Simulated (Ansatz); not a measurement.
`C[Si](O)(O)S` + HCl → `C[Si](O)(S)Cl` + H₂O  (ligand exchange at the Si–O bond)

Program: Ansatz. Geometries: PBE0-D4/def2-TZVP. ΔE: electronic, gas phase. CCSD(T)/CBS adds triple-zeta CCSD(T) − MP2 to the extrapolated MP2 energy (def2 sets, frozen cores). This one scheme is used for every species. Functionals use def2-TZVPP. B3LYP here is the variant with VWN-RPA as its local correlation; programs differ in this. Each species was taken in one conformer, which may not be the lowest.

```csv
level,ΔE (kJ/mol),difference from CCSD(T)/CBS
PBE-D4,-6.4,-4.8
PBE0-D4,-5.2,-3.6
B3LYP-D4,1.2,2.8
ωB97X-V,1.0,2.6
B2PLYP,3.7,5.3
HF/def2-TZVPP,10.4,12.0
CCSD/def2-TZVPP,6.2,7.8
CCSD(T)/def2-TZVPP,4.3,5.9
SCS-MP2/def2-QZVPP,-0.5,1.1
HF/CBS(def2),11.0,12.6
CCSD(T)/CBS,-1.6,0
```

Largest T1 diagnostic among the species: 0.011.

The D4 term adds −4.0 kJ/mol with B3LYP and −2.1 kJ/mol with PBE0; it sums over pairs of atoms, weighted by their polarisabilities, and B3LYP, whose exchange is more repulsive, gets the larger term. In def2-TZVPP, CCSD(T) changes the Hartree–Fock value by −6.0 kJ/mol (the triples alone add −1.8 kJ/mol) and MP2 by −11.9 kJ/mol.

CCSD(T)/CBS has its own doubt, a few kJ/mol and more with outer-core shells, so smaller differences from it don't rank the levels.
